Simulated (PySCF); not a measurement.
Job file and geometry (Å, from PBE0-D3(BJ)/def2-SVP) of an NMR shielding run on `[Si@H](CC)(C)[Si]([SiH3])([SiH3])[SiH3]`, C3H18Si5, GIAO PBE0/pcSseg-1 NMR shielding, non-relativistic, gas phase in PySCF; density fitting, a coarse starting grid and PySCF grid level 2 are the driver's defaults:

```
{"job": {"kind": "nmr", "xc": "PBE0", "basis": "pcSseg-1"}, "charge": 0, "multiplicity": 1}
C      2.248272     1.361536    -0.890323
C      1.964292     0.225732    -1.867422
Si     0.957700    -1.201681    -1.139447
C      1.863001    -2.045464     0.281948
Si    -1.111668    -0.397240    -0.366296
Si    -2.620970    -2.178664    -0.193110
Si    -0.929622     0.565886     1.761292
Si    -1.967078     1.189830    -1.858780
H      2.798410     1.011016    -0.002369
H      1.316016     1.826154    -0.530909
H      2.851570     2.158072    -1.353560
H      2.906298    -0.199678    -2.257816
H      1.418731     0.603271    -2.750219
H      0.682386    -2.204343    -2.220938
H      1.261122    -2.868875     0.696231
H      2.067581    -1.335837     1.098692
H      2.823739    -2.461961    -0.060743
H     -3.933423    -1.721613     0.361373
H     -2.855000    -2.794441    -1.536394
H     -2.062843    -3.227458     0.718520
H     -0.048135     1.774974     1.739880
H     -0.348845    -0.421424     2.725199
H     -2.280685     0.973784     2.258755
H     -2.156329     0.577044    -3.211049
H     -1.014377     2.337295    -1.991425
H     -3.283472     1.721136    -1.386473
```

**Question.** What does the program print?

**Answer.** 
```
coarse grid: 22544 points
cycle   1  E = -1571.7075498754  dE = -1.814e-01  |g| = 4.332e-01  |ddm| = 4.392e+00
cycle   2  E = -1571.6923523415  dE =  1.520e-02  |g| = 4.908e-01  |ddm| = 8.115e-01
cycle   3  E = -1571.7558663567  dE = -6.351e-02  |g| = 4.100e-02  |ddm| = 4.920e-01
cycle   4  E = -1571.7562736300  dE = -4.073e-04  |g| = 1.530e-02  |ddm| = 8.151e-02
cycle   5  E = -1571.7563401587  dE = -6.653e-05  |g| = 4.790e-03  |ddm| = 3.151e-02
cycle   6  E = -1571.7563464626  dE = -6.304e-06  |g| = 8.853e-04  |ddm| = 6.718e-03
final grid: 189952 points
cycle   7  E = -1571.8002224148  dE = -3.085e-05  |g| = 7.587e-03  |ddm| = 3.022e-02
cycle   8  E = -1571.8002151755  dE =  7.239e-06  |g| = 9.091e-03  |ddm| = 1.528e-02
cycle   9  E = -1571.8002368629  dE = -2.169e-05  |g| = 4.742e-04  |ddm| = 8.822e-03
cycle  10  E = -1571.8002369072  dE = -4.432e-08  |g| = 1.512e-04  |ddm| = 9.325e-04
cycle  11  E = -1571.8002369147  dE = -7.520e-09  |g| = 3.722e-05  |ddm| = 3.211e-04
cycle  12  E = -1571.8002369151  dE = -3.679e-10  |g| = 1.015e-05  |ddm| = 6.051e-05
converged SCF energy = -1571.8002369151

GIAO shielding tensors (ppm)
atom      isotropic    diamagn.    paramagn.     s11        s22        s33       span
  0 C      173.596     249.731     -76.135    165.579    172.702    182.506     16.927
  1 C      176.175     254.231     -78.055    172.620    176.632    179.274      6.653
  2 Si     379.850     882.812    -502.962    344.890    382.388    412.274     67.383
  3 C      190.932     255.640     -64.708    182.380    191.459    198.957     16.576
  4 Si     513.460     885.762    -372.301    501.516    511.504    527.361     25.845
  5 Si     451.250     881.066    -429.816    435.416    447.067    471.266     35.850
  6 Si     450.400     882.013    -431.612    431.772    448.588    470.841     39.068
  7 Si     453.558     881.489    -427.930    443.821    445.324    471.530     27.709
  8 H       30.450      31.981      -1.532     26.169     29.453     35.726      9.557
  9 H       30.333      33.857      -3.524     25.101     30.731     35.166     10.066
 10 H       29.917      28.605       1.312     24.710     26.759     38.281     13.570
 11 H       30.430      29.764       0.666     25.324     28.053     37.914     12.590
 12 H       30.604      32.239      -1.636     26.857     28.574     36.380      9.524
 13 H       26.939      31.823      -4.883     23.730     25.203     31.884      8.154
 14 H       31.020      31.902      -0.882     25.554     29.751     37.754     12.200
 15 H       30.930      33.716      -2.786     26.739     29.945     36.105      9.366
 16 H       30.993      29.234       1.759     25.801     27.474     39.704     13.903
 17 H       27.574      29.406      -1.832     23.815     25.305     33.602      9.787
 18 H       27.524      29.618      -2.094     23.851     25.333     33.388      9.537
 19 H       27.561      29.650      -2.089     23.617     26.058     33.006      9.389
 20 H       27.522      30.655      -3.133     23.567     26.542     32.457      8.889
 21 H       27.507      30.892      -3.385     23.893     25.963     32.665      8.772
 22 H       27.533      30.492      -2.959     23.747     25.187     33.666      9.919
 23 H       27.549      30.085      -2.536     24.161     25.104     33.380      9.219
 24 H       27.536      30.076      -2.540     23.324     26.850     32.434      9.109
 25 H       27.581      29.758      -2.177     23.801     25.233     33.708      9.907
```

**Question.** Turn these shieldings into chemical shifts. δ = σ(ref) − σ, references computed at the same level: 13C (184.41 ppm) and 29Si (351.99 ppm) and 1H (31.27 ppm) vs TMS.

**Answer.** Averaging equivalent atoms: C 0: 10.8; C 1: 8.2; C 3: -6.5; Si 2: -27.9; Si 5/6/7: -99.7; Si 4: -161.5; H 13: 4.33; H 17/18/19/20/21/22/23/24/25: 3.72; H 8/9/10: 1.03; H 11: 0.84; H 12: 0.66; H 14/15/16: 0.29 ppm. 

Size and cost of the density-fitted run: 261 basis functions, 59 s wall time on 1 thread of an x86-64 server CPU, shared host.
